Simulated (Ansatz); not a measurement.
A run on C$_{3}$H$_{3}$FO$_{2}$Sn (`[F][Sn-]1[O]C=CC=[O+]1`) with other settings.

```yaml
crystal:
  periodic: [false, false, false]
  atoms:
    - {symbol: F, position_ang: [1.383367, -2.328941, -0.371625]}
    - {symbol: Sn, position_ang: [0.861546, -1.779686, 1.410198]}
    - {symbol: O, position_ang: [-1.078696, -1.217536, 0.647705]}
    - {symbol: C, position_ang: [-1.291766, -0.171907, -0.135721]}
    - {symbol: C, position_ang: [-0.411506, 0.852380, -0.505964]}
    - {symbol: C, position_ang: [0.834282, 0.999056, 0.099206]}
    - {symbol: O, position_ang: [1.494390, 0.223758, 0.834370]}
    - {symbol: H, position_ang: [-2.337214, -0.100121, -0.576439]}
    - {symbol: H, position_ang: [-0.770650, 1.611077, -1.180250]}
    - {symbol: H, position_ang: [1.425588, 1.913912, -0.224899]}
basis:
  gaussian: {orbitals: STO-3G}
hamiltonian: {xc: {name: r2SCAN0}}
output: {forces: true}
```

```sh
$ ansatz run in.yaml --threads 4 --pin off --events-out ev --progress --plain --max-ram 11315MiB
```

It prints (some lines left out):

```
Functional definition: r2SCAN0
845 factors; integrals over basis functions are off by at most 3.9e-5 eV
mean field evaluation 1: about -172162.0723 eV, gradient 2.8e1 eV
mean field evaluation 2: about -172155.1676 eV, gradient 5.7e1 eV
mean field evaluation 4: about -172164.9827 eV, gradient 3.5e0 eV
mean field evaluation 8: about -172165.0146 eV, gradient 3.5e-1 eV
mean field evaluation 16: about -172165.0152 eV, gradient 4.4e-5 eV
mean field -172165.01522641 eV, -6326.9476119318 hartree, gradient 4.4e-5 eV, S^2 0.000000; 0 other end points of the search recorded, 0 dependent functions left out
reference -172165.01523112 eV, -6326.9476121051 hartree; 48, 48 occupied and 12, 12 virtual orbitals, 845 factors
Total energy: -172165.01523112 eV, -6326.9476121051 hartree
Atom 0 at     1.383367    -2.328941    -0.371625 Å, force    -0.594134     0.661031     1.367628 eV/Å
Atom 1 at     0.861546    -1.779686     1.410198 Å, force    -0.189690     0.748260    -1.687393 eV/Å
Atom 2 at    -1.078696    -1.217536     0.647705 Å, force     0.570945     0.779878    -0.601901 eV/Å
Atom 3 at    -1.291766    -0.171907    -0.135721 Å, force    -0.819079    -1.220203     0.090154 eV/Å
Atom 4 at    -0.411506     0.852380    -0.505964 Å, force    -0.927470    -0.438407     0.438017 eV/Å
Atom 5 at     0.834282     0.999056     0.099206 Å, force     0.799236     2.742965    -2.581929 eV/Å
Atom 6 at     1.494390     0.223758     0.834370 Å, force     1.049024    -3.046190     2.295036 eV/Å
Atom 7 at    -2.337214    -0.100121    -0.576439 Å, force     0.862326    -0.189552     0.466487 eV/Å
Atom 8 at    -0.770650     1.611077    -1.180250 Å, force    -0.045454     0.318943    -0.133119 eV/Å
Atom 9 at     1.425588     1.913912    -0.224899 Å, force    -0.705704    -0.356727     0.347019 eV/Å
Dipole moment:    -0.171467     0.325439    -0.084665 e Å
```

Hardware: 4 threads of an Arm Neoverse V1 on a shared host. Wall time 2.4 s, peak host memory 0.52 GiB.
